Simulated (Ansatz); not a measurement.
Energy needed to pull apart SnH2SO, singlet, into free ground-state atoms, from the structure below (displaced at random from a GFN2-xTB minimum); no zero-point or spin–orbit terms; open-shell atoms are treated unrestricted, in their ground-state multiplicity.

O1  (0.118, -0.512, 1.382)
S2  (1.296, -1.213, 0.691)
Sn3  (0.134, 0.211, -1.002)
H4  (-1.594, -0.273, -0.892)
H5  (0.000, 1.802, -0.206)
(Å)

Ansatz 0.2.0; basis: def2-TZVPP; cores frozen in the correlated methods. Filled d shells of the heavier atoms are correlated. Core potentials replace the inner electrons of the atoms past krypton. The def2 sets are not built for correlating such inner shells, so the correlated values are less sure here.

```csv
method,atomization energy (kJ/mol)
PBE-D4,1157
r2SCAN-D4,1101
PBE0-D4,1061
r2SCANh-D4,1068
CAM-B3LYP-D4,?
wB97M-V,1068
HF,439
MP2,?
CCSD,968
CCSD(T),1030
```

(1) What does CAM-B3LYP-D4 give? (To be estimated.)

(2) What does MP2 give? (Judge from chemistry; the value comes from the calculation.)

The T1 diagnostic stays at or below 0.021. The restricted Hartree–Fock reference is unstable towards an unrestricted one here.

## Answers

(1) The calculation gives: 1057 kJ/mol, which is about 27 kJ/mol more than CCSD(T)/def2-TZVPP.

(2) The calculation gives: 1051 kJ/mol, which is about 21 kJ/mol more than CCSD(T)/def2-TZVPP.

In triple zeta the MP2 and coupled-cluster atomization energies are still short of their basis limit by a few kcal/mol a bond, whereas those of the functionals are nearly converged, so these differences are not deviations from converged CCSD(T).

For scale, one of the runs: CCSD(T)/def2-TZVPP forces, 151 basis functions (an equivalent command: `ansatz run in.yaml --threads 4`). The run took 2.3 min on 4 CPU threads (shared host), with 2 GiB of host memory at its peak.
